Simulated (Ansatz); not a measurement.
**Strength of the C–Sn bond: C4H12Sn → C4H9 + SnH3**

Species: C4H12Sn `C[C](C)(C)[SnH3]`, singlet; C4H9 (tert-butyl radical) `C[C](C)C`, doublet; SnH3 `[SnH3]`, doublet. 

Shapes, held fixed at every level: PBE0-D4/def2-TZVP. Programs: Ansatz 0.2.0. Electronic energies: no zero-point or thermal term.

(1) Estimate ΔE of this reaction.

## Answers

(1) wB97M-V/def2-TZVPP gives ΔE = +256.1 kJ/mol; the levels span +134.3 to +290.5. The median of the levels is +234.9. Hartree–Fock misses the correlation of the pair that is broken and comes out low. No measured value is set beside it here. Open shells run unrestricted. For atoms past krypton def2 sets carry core potentials with scalar relativity. Outer-core shells of Sn are correlated, in sets that cover them unevenly. Times are processor times on shared x86 and Arm servers, and rough.

```tsv
level	kind	ΔE (kJ/mol)	CPU time (sum over the molecules)
MP2/def2-TZVPP	perturbation theory	+290.5	–
HF/def2-TZVPP	Hartree–Fock	+134.3	–
B3LYP-D4/def2-TZVPP	global hybrid	+234.9	90 s
BHLYP-D4/def2-TZVPP	global hybrid	+232.9	59 s
PBE0-D4/def2-TZVPP	global hybrid	+241.7	56 s
r2SCAN0-D4/def2-TZVPP	global hybrid	+223.8	91 s
wB97M-V/def2-TZVPP	range-separated hybrid	+256.1	3.3 min
```
